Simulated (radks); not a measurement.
Values are calculated unless marked as measured or tabulated.
These are the eigenvalues of the occupied orbitals of an atom or ion with whole-number occupations (hartree). Level of theory: scalar-relativistic Kohn-Sham, PBE, spin-polarised, spherical densities, point nucleus (a radial shooting solver on a logarithmic mesh with Libxc functionals).

| orbital | eigenvalue |
|---|---|
| 1s up | -523.1289 |
| 1s down | -523.1199 |
| 2s up | -71.26314 |
| 2s down | -71.25853 |
| 2p up | -63.33359 |
| 2p down | -63.32538 |
| 3s up | -12.40199 |
| 3s down | -12.38823 |
| 3p up | -9.87282 |
| 3p down | -9.85686 |
| 3d up | -5.68311 |
| 3d down | -5.66333 |
| 4p up | -2.48523 |
| 5s up | -1.25482 |
| 5s down | -1.25118 |

Which element is it, and in what charge state? The configuration may be excited. Open shells, if any, are filled with parallel spins first.

Answer. Z = 36, krypton, charge +4: Kr4+ in [Ar] 3d10 4p2 5s2. The list shows which subshells hold electrons but not how many an open one holds; the 1s level, -523.13 hartree, gives Z - s = 32.3 by -(Z - s)^2/2, which with screening and relativity narrows Z to a few neighbours, and the depths of the outer levels then fix element, charge and occupations together.
